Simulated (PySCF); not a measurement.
## Circular dichroism: `C=C1C[Si@@H]([SeH])[C@@H]1F`, C4H7FSeSi

Geometry:
```tsv
atom	x (Å)	y (Å)	z (Å)
C1	-2.273	0.290	-0.430
C2	-0.983	0.204	-0.182
C3	0.152	-0.130	-1.122
Si4	1.256	-0.575	0.385
Se5	3.179	0.624	0.679
C6	-0.295	0.276	1.159
F7	-0.970	-0.378	2.168
H8	-2.670	0.164	-1.423
H9	-2.982	0.486	0.357
H10	0.483	0.746	-1.682
H11	-0.101	-0.903	-1.844
H12	1.436	-1.987	0.704
H13	3.920	-0.122	-0.299
H14	-0.153	1.305	1.509
```

The calculation used TDDFT wB97X-D/def2-SVPD circular dichroism and optical rotation, one conformer, gas phase (PySCF). Geometry: GFN2-xTB.

The molecule is flexible and this is one conformer; a measurement averages over conformers. The calculation is non-relativistic, which matters for the atoms heavier than Zn.

(1) Assign R or S to each stereocentre.

(2) Which excitations and rotatory strengths does the calculation give?

## Answers

(1) Si4 R, C6 S.

(2) Rotatory strengths R in 10⁻⁴⁰ esu² cm², velocity form and length form (origin at the centre of mass); f in length form.
```tsv
state	E (eV)	λ (nm)	f	R (velocity)	R (length)	main
1	5.44	228	0.008	+4.3	+4.0	HOMO→LUMO 0.38, HOMO→LUMO+1 0.29
2	5.77	215	0.036	-14.4	-13.8	HOMO→LUMO+1 0.55, HOMO→LUMO 0.38
3	6.01	206	0.137	+2.3	+2.3	HOMO−1→LUMO 0.74, HOMO−2→LUMO 0.16
4	6.26	198	0.006	-12.8	-12.6	HOMO→LUMO+2 0.50, HOMO→LUMO+3 0.36
5	6.54	189	0.118	-44.7	-45.2	HOMO−2→LUMO 0.35, HOMO→LUMO+3 0.23
6	6.82	182	0.053	+47.2	+45.1	HOMO−2→LUMO 0.31, HOMO→LUMO+3 0.14
7	6.96	178	0.105	+66.6	+66.8	HOMO−1→LUMO+2 0.64, HOMO−1→LUMO+1 0.12
8	7.06	176	0.007	+16.1	+14.9	HOMO−3→LUMO 0.37, HOMO−4→LUMO 0.29
```

Among the states computed, the strongest CD band (largest |R|) is state 7. The largest dissymmetry factor in size, g = 4R/(D+G), with D and G the electric and magnetic dipole strengths, is +0.023 for state 8 (velocity form, f = 0.008), among bands with |R| over 0.5. The mirror image has the same energies and oscillator strengths and all R with the opposite sign.
